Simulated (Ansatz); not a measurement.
System: CdI2, charge 0, multiplicity 1. SMILES: [Cd]([I])[I]
Geometry from a B3LYP-D3(BJ)/def2-TZVP (Ansatz, a program for electronic structure) optimisation:
```xyz
3

Cd     0.0000     0.0000     0.0000
I      0.0000     0.0000    -2.6122
I      0.0000     0.0000     2.6122
```
Charge 0, spin multiplicity 1.

Quantity: vertical ionisation energy to the doublet, in eV. Set-up: no spin-orbit coupling; dispersion terms only where a functional's name holds one; frozen cores in correlated levels (noble-gas shells and the d and f shells of earlier blocks); STO-3G and 3-21G all-electron and non-relativistic; LANL2DZ with its own core potentials from Na on; def2 sets with scalar-relativistic core potentials past Kr; each state is the SCF solution reached for its charge and spin; UHF or UKS for open shells. Ab initio and DFT rows: single points at B3LYP-D3(BJ) geometries (Ansatz).

```
level               program  vertical ionisation energy to the doublet (eV)
------------------  -------  ----------------------------------------------
HF/LANL2DZ           Ansatz                                            9.30
PBE/LANL2DZ          Ansatz                                            9.30
B3LYP/STO-3G         Ansatz                                            6.79
B3LYP/3-21G          Ansatz                                            9.30
B3LYP/LANL2DZ        Ansatz                                            9.56
MP2/LANL2DZ          Ansatz                                            9.48
wB97M-V/def2-TZVPD   Ansatz                                            9.84
```

No value to compare with is used here. The 6 habitual levels span 6.79 (B3LYP/STO-3G) to 9.56 eV (B3LYP/LANL2DZ); wB97M-V/def2-TZVPD gives 9.84.

The levels are drawn from those run, B3LYP/6-31G* more often than the rest, none by its result; left out are runs that failed, that the program found above a lower state of the same kind, or whose <S^2> lies over 0.5 above the pure value.
